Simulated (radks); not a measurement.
Values are calculated unless marked as measured or tabulated.
Species: Sr2+. Configuration: [Ar] 3d10 4s2 4p5 7d1 (not the ground configuration).

Level of theory: scalar-relativistic Kohn-Sham, BLYP, spin-polarised, spherical densities, finite nucleus; open shells are filled with parallel spins first (spin-orbit coupling, left out, can overturn this in heavy ions); Fermi nuclear charge, rms radius 4.224 fm (a radial shooting solver on a logarithmic mesh with Libxc functionals).

Energy parts (Ry):
total: -6355.80959
kinetic: 6518.09260
electron-nucleus: -15236.00170
Hartree: 2571.37947
exchange-correlation: -209.27995

Orbitals (lengths in bohr, moments of r in powers of bohr):
| orbital | occ. | eigenvalue (Ry) | <r^2> |
|---|---|---|---|
| 1s up | 1 | -1173.683 | 0.002067 |
| 1s down | 1 | -1173.674 | 0.002067 |
| 2s up | 1 | -160.6921 | 0.03507 |
| 2s down | 1 | -160.6867 | 0.03507 |
| 2p up | 3 | -143.0407 | 0.02765 |
| 2p down | 3 | -143.0322 | 0.02765 |
| 3s up | 1 | -26.54384 | 0.2780 |
| 3s down | 1 | -26.53318 | 0.2779 |
| 3p up | 3 | -20.84819 | 0.2901 |
| 3p down | 3 | -20.83628 | 0.2899 |
| 3d up | 5 | -11.43774 | 0.3021 |
| 3d down | 5 | -11.42422 | 0.3014 |
| 4s up | 1 | -4.91278 | 1.985 |
| 4s down | 1 | -4.83343 | 1.989 |
| 4p up | 3 | -3.52572 | 2.544 |
| 4p down | 2 | -3.44834 | 2.568 |
| 7d up | 1 | -0.26656 | 218.7 |

The highest occupied level is 7d up at -3.627 eV. The electron density at the nucleus is 6.2e+04 e/bohr^3 (large components only).
